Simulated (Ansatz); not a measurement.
Input and output for ClHfI3, SMILES `[Cl][Hf]([I])([I])[I]`.

```yaml
crystal:
  periodic: [false, false, false]
  atoms:
    - {symbol: Cl, position_ang: [-0.495917, -0.577888, 2.248780]}
    - {symbol: Hf, position_ang: [-0.005073, -0.031513, 0.058933]}
    - {symbol: I, position_ang: [2.273351, -1.239369, -0.668452]}
    - {symbol: I, position_ang: [-2.001934, -0.849356, -1.529437]}
    - {symbol: I, position_ang: [0.279574, 2.624427, -0.151322]}
basis:
  gaussian: {orbitals: def2-TZVP, fitting: {mean_field: cc-pVTZ-jkfit}}
hamiltonian: {xc: {name: wB97X-V}}
```

```sh
$ ansatz run in.yaml --threads 4 --pin off --events-out ev --progress --plain --max-ram 11315MiB
```

It prints (some lines left out):

```
Functional definition: wB97X-V
Error: <dir> the basis set cc-pVTZ-JKFIT has no functions for Hf
```
